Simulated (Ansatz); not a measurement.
The first iterations of a band of BCl2F + H2 (6 atoms, charge 0, multiplicity 1).

Theory: RKS B3LYP-D4/def2-SVP in Ansatz.

| Quantity | Value |
| --- | --- |
| movable images | 2 |
| climbing image | no |
| spring | 5.0 eV/Å² |
| optimiser | quadratic models (default) |
| start path | through a guess of the saddle point |
| force threshold | 0.05 eV/Å |
| iteration limit | 60 |
| end points | relaxed |

Image 0:

```xyz
6
Properties=species:S:1:pos:R:3
B -0.035 0.503 0.129
Cl 0.007 1.034 1.797
F 1.086 0.146 -0.456
Cl -1.527 0.449 -0.784
H -0.242 -2.475 0.520
H -0.118 -2.306 1.250
```

Image 3:

```xyz
6
Properties=species:S:1:pos:R:3
B -0.098 -0.378 -0.616
Cl -0.047 -0.095 2.543
F 1.079 0.195 -0.740
Cl -1.542 0.561 -0.953
H -0.174 -1.546 -0.349
H -0.046 -1.385 2.572
```

| iteration | highest image above the first end (eV) | largest band force component (eV/Å) |
| --- | --- | --- |
| 1 | 2.055 | 5.011 |
| 2 | 1.348 | 2.767 |
| 3 | 1.044 | 1.308 |
| 4 | 0.924 | 0.887 |

Task: Does the band converge within its limit, and where does its top end?

Result: The forces met the threshold. It ended after 12 iterations with the highest image 0.844 eV above the first end. No image climbed, so the highest image needn't sit at the top of the path. A band with more images between the same ends climbed to 1.63 eV, so this one has probably stepped over the top. So few images can step over the top or miss a turn of the path. The orbitals stay closed-shell, which can raise the energy where a bond breaks towards radicals; this wasn't checked here.

Run time: 51 s on 1 thread of Arm Neoverse V2, on a shared host, peak memory 0.14 GiB.
